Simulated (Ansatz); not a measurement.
`[F][GeH2][AlH2]` → `[AlH3]` + `[F][GeH]` at 500 K and 1 bar (germylene formation by 1,1-elimination).

Computed with Ansatz on PBE0-D4/def2-TZVP structures; ΔE is electronic, products minus reactants. CCSD(T)/CBS adds triple-zeta CCSD(T) − MP2 to the extrapolated MP2 energy (def2 sets, frozen cores). This one scheme is used for every species. For Ge outer-core shells are correlated without core-valence functions, which leaves a few kJ/mol of doubt a bond. Scalar relativity is left out up to krypton.

```csv
species,CCSD(T)/CBS energy (Eh),H − E (kJ/mol),S (J/(mol·K))
`[F][GeH2][AlH2]`,-2420.33314,120.5,381.8
`[AlH3]`,-243.78045,68.7,232.2
`[F][GeH]`,-2176.50038,39.0,274.7
```

H − E and S are ideal-gas, rigid-rotor, harmonic terms from PBE0-D4/def2-TZVP. 1 Eh = 2625.50 kJ/mol, R = 8.31446 J/(mol·K).

Task: By hand: ΔE, ΔH, ΔS and ΔG.

Result: ΔE = (-243.78045) + (-2176.50038) − (-2420.33314) = 0.05231 Eh = 137.3 kJ/mol. Δ(H − E) = 68.7 + 39.0 − 120.5 = -12.8, so ΔH = 124.5 kJ/mol. ΔS = 232.2 + 274.7 − 381.8 = 125.1 J/(mol·K). ΔG = 124.5 − 500 × (125.1)/1000 = 62.0 kJ/mol.

Task: By hand: the equilibrium constant, and the temperature at which ΔG would vanish if ΔH and ΔS stayed fixed.

Result: log₁₀ K = −ΔG/(RT ln 10) = -6.5. ΔG = 0 at ΔH/ΔS = 995 K.

The number of gas molecules changes by +1, which sets the sign of ΔS. A doubt of 5 kJ/mol in ΔE shifts log₁₀ K by 0.5 here. These are equilibria of isolated gas molecules and say nothing of rates. Largest T1 diagnostic: 0.014 (customary marks: 0.02 for closed shells, 0.045 for open ones).
